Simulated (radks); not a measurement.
The numbers below are computed, except where a source is named.
The nuclear charge of the fluorine ion F2+ is varied continuously with 7 electrons held in [He] 2s2 2p3. Code: a radial shooting solver on a logarithmic mesh with Libxc functionals. Model: Dirac Kohn-Sham, BLYP, spin-unpolarised, spherical densities, point nucleus; open shells fill j = l - 1/2 first. By the Hellmann-Feynman theorem dE/dZ = E(electron-nucleus)/Z, the electronic potential at the nucleus.

Z,E (hartree),E(electron-nucleus)/Z (hartree),HOMO,e(HOMO) (eV),<r> HOMO (bohr)
8.5,-85.68763,-23.2374,2p3/2,-35.834,0.9915
8.75,-91.59934,-24.0562,2p3/2,-42.197,0.9416
9,-97.71574,-24.8750,2p3/2,-48.997,0.8968
9.25,-104.03683,-25.6938,2p3/2,-56.233,0.8562
9.5,-110.56262,-26.5126,2p3/2,-63.904,0.8194
9.75,-117.29314,-27.3315,2p3/2,-72.008,0.7857
10,-124.22841,-28.1506,2p3/2,-80.544,0.7548

The central difference of E at Z = 9 is -24.875 hartree, to compare with the third column; the second derivative is -3.28 hartree.
